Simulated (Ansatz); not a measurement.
Steps of a relaxation of C₆H₁₈N₃OTa (`C[N](C)[Ta](=[O])([N](C)C)[N](C)C`) with RKS PBE-D4/def2-SVP.

```sh
$ ansatz run in.yaml --threads 10 --pin off --events-out ev --progress --plain --max-ram 110592MiB --backend cuda --devices 0, --max-vram 75GiB
```

```yaml
crystal:
  periodic: [false, false, false]
  atoms:
    - {symbol: C, position_ang: [-2.081200, -1.380900, -1.596600]}
    - {symbol: N, position_ang: [-1.058400, -1.566800, -0.646700]}
    - {symbol: C, position_ang: [-1.640300, -1.800300, 0.671900]}
    - {symbol: Ta, position_ang: [0.181000, 0.311200, -0.535900]}
    - {symbol: O, position_ang: [-0.101800, 1.284000, -2.171500]}
    - {symbol: N, position_ang: [-0.595600, 1.523300, 1.165500]}
    - {symbol: C, position_ang: [-1.724200, 2.270500, 0.700500]}
    - {symbol: C, position_ang: [0.535200, 2.428600, 1.513100]}
    - {symbol: N, position_ang: [2.235500, -0.170900, -0.206300]}
    - {symbol: C, position_ang: [2.712400, -0.731200, -1.493300]}
    - {symbol: C, position_ang: [2.283100, -1.207200, 0.817300]}
    - {symbol: H, position_ang: [-2.696000, -0.424500, -1.316200]}
    - {symbol: H, position_ang: [-2.847200, -2.195400, -1.679700]}
    - {symbol: H, position_ang: [-1.711300, -1.159400, -2.593900]}
    - {symbol: H, position_ang: [-0.774800, -1.930800, 1.411900]}
    - {symbol: H, position_ang: [-2.228700, -0.910600, 1.029900]}
    - {symbol: H, position_ang: [-2.196600, -2.708200, 0.693200]}
    - {symbol: H, position_ang: [-1.494100, 2.899300, -0.175700]}
    - {symbol: H, position_ang: [-2.549600, 1.552000, 0.409700]}
    - {symbol: H, position_ang: [-2.183500, 2.941400, 1.519800]}
    - {symbol: H, position_ang: [1.331200, 1.820600, 1.868300]}
    - {symbol: H, position_ang: [0.207000, 3.068800, 2.316700]}
    - {symbol: H, position_ang: [0.848300, 3.019400, 0.590300]}
    - {symbol: H, position_ang: [3.763200, -1.055900, -1.432700]}
    - {symbol: H, position_ang: [2.106600, -1.595100, -1.835100]}
    - {symbol: H, position_ang: [2.650100, 0.095900, -2.286800]}
    - {symbol: H, position_ang: [1.869800, -0.818500, 1.769600]}
    - {symbol: H, position_ang: [3.370100, -1.480400, 1.014400]}
    - {symbol: H, position_ang: [1.710200, -2.106800, 0.498600]}
basis:
  gaussian: {orbitals: def2-SVP}
hamiltonian: {xc: pbe, dispersion: d4}
relax: {f_tol: 0.03, max_steps: 200}
```

Positions (Å) and forces (eV/Å) along the path, 5 of 20 steps:

```xyz
29
step=1 energy=-14560.6841 eV
C    -2.081   -1.381   -1.597   -2.213    1.666   -0.403
N    -1.058   -1.567   -0.647    2.289    2.213    0.915
C    -1.640   -1.800    0.672    2.503    1.487    0.876
Ta    0.181    0.311   -0.536   -1.412    1.391   -2.041
O    -0.102    1.284   -2.171    1.034   -2.905    4.822
N    -0.596    1.523    1.165    2.060   -1.351   -2.256
C    -1.724    2.271    0.701   -1.764    0.009    0.629
C     0.535    2.429    1.513   -1.376   -0.373   -1.814
N     2.236   -0.171   -0.206   -2.179   -0.053   -1.297
C     2.712   -0.731   -1.493   -0.143    1.756   -0.570
C     2.283   -1.207    0.817    0.644    0.219    0.218
H    -2.696   -0.424   -1.316    0.138   -1.022   -0.440
H    -2.847   -2.195   -1.680    0.317   -0.128    0.176
H    -1.711   -1.159   -2.594    0.381   -0.078   -0.689
H    -0.775   -1.931    1.412   -0.847    0.045   -0.413
H    -2.229   -0.911    1.030   -0.270   -0.466    0.047
H    -2.197   -2.708    0.693   -1.098   -1.292    0.054
H    -1.494    2.899   -0.176   -0.069    0.441   -0.292
H    -2.550    1.552    0.410    0.324    0.474    0.071
H    -2.183    2.941    1.520    0.463   -0.566   -0.651
H     1.331    1.821    1.868    1.473   -0.676    0.512
H     0.207    3.069    2.317   -0.150    0.963    0.730
H     0.848    3.019    0.590    0.046    0.028    0.849
H     3.763   -1.056   -1.433    0.374   -0.120    0.089
H     2.107   -1.595   -1.835   -0.071   -0.266   -0.119
H     2.650    0.096   -2.287    0.121   -0.904    0.650
H     1.870   -0.819    1.770   -0.031   -0.075    0.156
H     3.370   -1.480    1.014   -0.712   -0.045   -0.029
H     1.710   -2.107    0.499    0.165   -0.372    0.222
29
step=5 energy=-14563.5465 eV
C    -2.307   -1.309   -1.602    0.066   -0.088    0.152
N    -1.337   -1.080   -0.524   -0.257   -0.088    0.077
C    -1.686   -1.731    0.741   -0.104   -0.014   -0.159
Ta    0.111    0.319   -0.584   -0.092   -0.323   -0.332
O    -0.035    0.958   -2.213    0.021    0.012    0.233
N    -0.375    1.710    0.816    0.056    0.322    0.038
C    -1.672    2.359    0.638    0.047    0.088   -0.013
C     0.594    2.530    1.534   -0.028    0.079    0.039
N     1.948   -0.493   -0.397    0.206   -0.180   -0.113
C     2.822   -0.776   -1.542   -0.009   -0.196    0.122
C     2.241   -1.315    0.775    0.052   -0.046    0.032
H    -3.233   -0.682   -1.488    0.165   -0.174    0.000
H    -2.629   -2.386   -1.630    0.101    0.282    0.015
H    -1.840   -1.061   -2.578   -0.124    0.024    0.082
H    -0.813   -1.743    1.433   -0.114    0.040   -0.002
H    -2.538   -1.217    1.266    0.181   -0.140   -0.091
H    -1.989   -2.803    0.581    0.121    0.294    0.018
H    -1.639    3.234   -0.067   -0.008   -0.130    0.171
H    -2.415    1.631    0.239    0.049    0.085   -0.010
H    -2.073    2.726    1.619    0.056   -0.064   -0.144
H     1.492    1.925    1.796   -0.056    0.104   -0.035
H     0.166    2.929    2.496    0.094   -0.150   -0.239
H     0.946    3.421    0.938   -0.105   -0.194    0.173
H     3.904   -0.805   -1.238   -0.304    0.054   -0.033
H     2.581   -1.770   -2.017    0.130    0.286    0.171
H     2.696    0.008   -2.313    0.014   -0.047   -0.014
H     1.672   -0.945    1.663    0.043   -0.122   -0.102
H     3.330   -1.256    1.050   -0.276    0.027   -0.066
H     1.996   -2.404    0.628    0.074    0.259    0.027
29
step=12 energy=-14563.8408 eV
C    -2.447   -1.591   -1.419   -0.001   -0.002    0.009
N    -1.498   -1.107   -0.427    0.023   -0.039   -0.009
C    -1.733   -1.666    0.892    0.013    0.000    0.006
Ta   -0.046    0.252   -0.770   -0.082    0.111   -0.003
O    -0.302    0.836   -2.403    0.010   -0.040    0.024
N    -0.289    1.773    0.542    0.054    0.063    0.067
C    -1.315    2.785    0.319    0.009    0.037   -0.056
C     0.566    2.059    1.687   -0.079    0.050   -0.092
N     1.796   -0.523   -0.560    0.022   -0.046    0.005
C     2.870   -0.522   -1.539    0.012    0.005    0.008
C     2.118   -1.277    0.639    0.007   -0.007    0.016
H    -3.499   -1.357   -1.126    0.007   -0.005   -0.001
H    -2.384   -2.700   -1.547    0.007    0.014    0.013
H    -2.253   -1.120   -2.402    0.005   -0.008    0.011
H    -1.038   -1.236    1.646   -0.017   -0.008   -0.025
H    -2.769   -1.452    1.251    0.008   -0.004    0.005
H    -1.600   -2.777    0.909   -0.007    0.035    0.002
H    -0.874    3.798    0.117   -0.075   -0.164    0.065
H    -1.958    2.522   -0.554    0.164    0.024    0.147
H    -1.990    2.877    1.208    0.062    0.037   -0.072
H     1.348    1.280    1.816   -0.079    0.033   -0.040
H    -0.016    2.110    2.643    0.035    0.025   -0.075
H     1.099    3.040    1.569   -0.091   -0.129    0.041
H     3.793   -0.047   -1.127   -0.012   -0.012   -0.008
H     3.146   -1.560   -1.848   -0.008    0.020    0.001
H     2.571    0.039   -2.445   -0.001    0.001    0.000
H     1.267   -1.282    1.356    0.030   -0.002   -0.026
H     2.994   -0.839    1.178   -0.013   -0.021   -0.010
H     2.364   -2.344    0.414   -0.002    0.032    0.000
29
step=18 energy=-14563.9057 eV
C    -2.364   -1.811   -1.279    0.010    0.009    0.013
N    -1.469   -1.160   -0.335   -0.002   -0.022    0.001
C    -1.686   -1.589    1.035    0.003    0.002   -0.010
Ta   -0.117    0.266   -0.791   -0.041    0.033    0.009
O    -0.407    0.816   -2.427    0.011   -0.012    0.004
N    -0.343    1.816    0.480   -0.007    0.154    0.113
C    -0.964    3.094    0.140    0.069   -0.123    0.032
C     0.150    1.776    1.851   -0.032    0.030   -0.158
N     1.749   -0.487   -0.646    0.015   -0.018    0.010
C     2.783   -0.385   -1.662    0.002    0.002    0.000
C     2.160   -1.283    0.496   -0.004    0.008   -0.010
H    -3.436   -1.617   -1.029    0.002   -0.002   -0.001
H    -2.224   -2.919   -1.278    0.000    0.004   -0.001
H    -2.180   -1.443   -2.306   -0.002   -0.001   -0.001
H    -1.014   -1.053    1.740   -0.003   -0.002    0.000
H    -2.732   -1.389    1.372    0.001   -0.001    0.000
H    -1.500   -2.683    1.166   -0.001    0.001    0.000
H    -0.251    3.946    0.270   -0.044   -0.050    0.003
H    -1.305    3.093   -0.915    0.026   -0.011    0.054
H    -1.851    3.300    0.788    0.047    0.005   -0.023
H     0.644    0.806    2.077   -0.024    0.034   -0.013
H    -0.674    1.914    2.595    0.030    0.000   -0.018
H     0.908    2.577    2.041   -0.051   -0.046   -0.001
H     3.705    0.099   -1.260   -0.003    0.000   -0.002
H     3.083   -1.391   -2.046   -0.001    0.005    0.002
H     2.428    0.216   -2.522    0.001   -0.002    0.001
H     1.344   -1.373    1.245    0.003    0.000   -0.003
H     3.042   -0.840    1.020   -0.002   -0.001   -0.001
H     2.441   -2.323    0.200    0.001    0.005    0.000
29
step=20 energy=-14563.9086 eV
C    -2.366   -1.828   -1.269   -0.002    0.001   -0.001
N    -1.476   -1.172   -0.325    0.000    0.005    0.004
C    -1.686   -1.608    1.043    0.000   -0.005    0.001
Ta   -0.134    0.262   -0.787   -0.018    0.007    0.004
O    -0.423    0.808   -2.424    0.011   -0.005   -0.001
N    -0.344    1.822    0.477   -0.002   -0.016   -0.006
C    -0.905    3.116    0.126   -0.002    0.002    0.004
C     0.111    1.760    1.853    0.001   -0.004    0.007
N     1.736   -0.484   -0.649    0.005    0.000   -0.004
C     2.765   -0.366   -1.668    0.003   -0.001    0.001
C     2.163   -1.271    0.493   -0.001    0.000   -0.002
H    -3.439   -1.646   -1.016    0.000    0.000    0.001
H    -2.215   -2.935   -1.273    0.001    0.000    0.001
H    -2.189   -1.455   -2.296    0.001    0.001    0.001
H    -1.018   -1.070    1.749    0.000    0.000   -0.001
H    -2.733   -1.420    1.383    0.000    0.000   -0.001
H    -1.489   -2.701    1.169    0.000    0.000    0.000
H    -0.164    3.939    0.276    0.005    0.006    0.000
H    -1.220    3.131   -0.935   -0.001    0.000   -0.005
H    -1.795    3.361    0.754   -0.003    0.002    0.002
H     0.568    0.775    2.087   -0.001   -0.001   -0.002
H    -0.723    1.919    2.579   -0.003    0.001    0.000
H     0.887    2.534    2.069    0.005    0.005    0.000
H     3.679    0.139   -1.271   -0.001    0.000   -0.001
H     3.084   -1.367   -2.048    0.000    0.001   -0.001
H     2.396    0.223   -2.530    0.001    0.000   -0.001
H     1.351   -1.375    1.244   -0.001    0.000    0.001
H     3.039   -0.812    1.014    0.000    0.001    0.000
H     2.462   -2.306    0.196    0.000    0.000    0.000
```

Hardware: 10 threads of an AMD EPYC 7R13 on a shared host and a whole NVIDIA H100 80 GB. Wall time 21 s, peak host memory 0.95 GiB.
